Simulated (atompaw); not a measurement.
What one change does to a pseudopotential (aluminium, PAW (atompaw))

Al, PAW, made with atompaw 4.2.0.5 (LDA (PW92), scalar-relativistic). Core [Ne], reference 3s2 3p1. Waves: 3s (bound): rc 2.10 bohr; 3s channel at 0.05 Ry: rc 1.45 bohr; 3p (bound): rc 2.10 bohr; 3p channel at 3.6 Ry: rc 2.10 bohr. Local part: bessel scheme, radius 1.95 bohr. Core correction: smooth core density matched at 1.85 bohr. Augmentation charge: sinc compensation charge, radius 1.80 bohr; PAW radius 2.10 bohr; waves and projectors: custom polynom gramschmidtortho.

Change: all radii scaled by about 0.85 (s 1.78, p 1.78 bohr); local potential bessel scheme, radius 1.66 bohr; augmentation sinc compensation charge, radius 1.54 bohr; PAW radius 1.78 bohr; waves and projectors: custom polynom gramschmidtortho; core correction smooth core density matched at 1.58 bohr.

Cutoffs: the cutoffs (Ry, on a coarse ladder) from which the occupation-weighted sum of valence levels, in a spherical-Bessel basis at the reference potential, stays within 10 and 1 mRy of its value at 400 Ry; they do not see the model core or the augmentation charge, which bear on the density cutoff.

**Question.** What does the change do?

**Answer.** The potential gets harder (6 Ry and 12 Ry → 12 Ry and 18 Ry); a bound ghost appears in s, which as a rule spoils a file. A smaller radius makes the pseudo-wave follow the all-electron one further in, where it bends more sharply, so more plane waves are needed.

```tsv
quantity	base	changed
cutoff, loose	6 Ry	12 Ry
cutoff, tight	12 Ry	18 Ry
loose cutoff by channel (10 mRy a level)	s 6 Ry, p 6 Ry	s 8 Ry, p 6 Ry
bound ghosts	none	s
lowest overlap eigenvalue by channel	s 0.02, p 0.65	s 0.01, p 0.65
```

 A true bound ghost makes a file unfit for plane-wave use even where its test errors are small: the radial tests pick states by their node count and pass the ghost by. The cutoffs see the waves, projectors and local potential, not the compensation charge or the core.
